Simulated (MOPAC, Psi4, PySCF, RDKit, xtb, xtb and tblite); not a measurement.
Two geometries of SMILES CCCSC, relaxed at GFN2-xTB with one dihedral held; other torsions can differ between them too.

Structure A

```
15

C     -2.2306    -0.3789     0.0314
C     -0.8333    -0.2965     0.6345
C     -0.0314     0.9382     0.2003
S     -1.0065     2.3321    -0.4537
C     -1.5671     3.0779     1.1055
H     -2.8563     0.4400     0.3740
H     -2.1795    -0.3348    -1.0543
H     -2.7026    -1.3155     0.3198
H     -0.9290    -0.2932     1.7242
H     -0.2654    -1.1873     0.3608
H      0.5837     1.3241     1.0120
H      0.6221     0.6840    -0.6352
H     -0.7034     3.3996     1.6814
H     -2.1555     2.3604     1.6694
H     -2.1782     3.9351     0.8437
```

Structure B

```
15

C     -2.2299    -0.2633     0.0773
C     -0.8158    -0.2681     0.6435
C      0.0251     0.9165     0.1731
S     -0.8608     2.5065     0.0906
C     -1.0465     2.8521     1.8642
H     -2.7773     0.6136     0.4111
H     -2.2030    -0.2504    -1.0103
H     -2.7670    -1.1516     0.4014
H     -0.8722    -0.2592     1.7359
H     -0.2990    -1.1847     0.3506
H      0.9031     1.0564     0.8042
H      0.3540     0.7584    -0.8549
H     -0.0664     2.8618     2.3332
H     -1.6842     2.1028     2.3237
H     -1.5074     3.8306     1.9469
```

Which is lower in energy at the level Psi4 1.11 with B3LYP-D3(BJ)/def2-TZVP // GFN2-xTB, and by how much?

B is lower, by 10.62 kJ/mol (dihedral C1–C2–C3–S4: 20° in A, 40° in B).

E(B) − E(A) in kJ/mol at the other levels, on the same two geometries: GFN2-xTB (xtb and tblite) -8.18; MMFF94 // GFN2-xTB (RDKit) -11.51; B3LYP/def2-TZVP // GFN2-xTB (Psi4) -10.52; PBE/def2-TZVP // GFN2-xTB (Psi4) -10.15; PBE-D3(BJ)/def2-TZVP // GFN2-xTB (Psi4) -10.21; UFF // GFN2-xTB (RDKit) -12.75; PM6, restricted, heats of formation // GFN2-xTB (MOPAC) -5.39; PM7, restricted, heats of formation // GFN2-xTB (MOPAC) -6.14; GFN1-xTB // GFN2-xTB (xtb) -6.50; restricted B3LYP/6-31G*, spherical d, density fitting // GFN2-xTB (PySCF) -10.70; restricted MP2 (frozen core)/6-31G*, spherical d // GFN2-xTB (PySCF) -11.75; restricted B3LYP/3-21G // GFN2-xTB (PySCF) -10.66; restricted MP2 (frozen core)/3-21G // GFN2-xTB (PySCF) -11.27.
